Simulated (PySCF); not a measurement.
Gas-phase reaction: GaH + GaH3.NH3 ⇌ Ga2H6 + NH

Computed with PySCF and rigid-rotor harmonic-oscillator thermochemistry at 1 bar. † marks an energy on the PBE0/def2-TZVP geometry and frequencies. MP2 and CCSD(T) freeze the core. Open shells (unrestricted): NH (multiplicity 3); the rest are closed-shell singlets. B3LYP is the form with VWN-RPA correlation. Ga: all electrons, no relativistic terms. Adducts (GaH3.NH3) have no counterpoise correction, and HF, PBE, BLYP, B3LYP and PBE0 lack dispersion. GaH, GaH3.NH3, Ga2H6: computed as isolated molecules; such fragments, hydroxides, amides, oligomers or adducts are transient or little studied in the gas. MP2 isn't extrapolated to the basis-set limit. CCSD(T) isn't extrapolated to the basis-set limit.

```
level               ΔH°(298 K), kJ
------------------  --------------
B3LYP/def2-TZVP†               314
CCSD(T)/def2-SVP†              288
M06-2X/def2-TZVP†              307
MP2/def2-SVP†           (withheld)
MP2/def2-TZVPP†                298
PBE/def2-TZVP†          (withheld)
ωB97X-V/def2-TZVP†      (withheld)
```

Q: What belongs in the gaps?

A: 
- MP2/def2-SVP†, ΔH°(298 K), kJ: 299
- PBE/def2-TZVP†, ΔH°(298 K), kJ: 314
- ωB97X-V/def2-TZVP†, ΔH°(298 K), kJ: 295
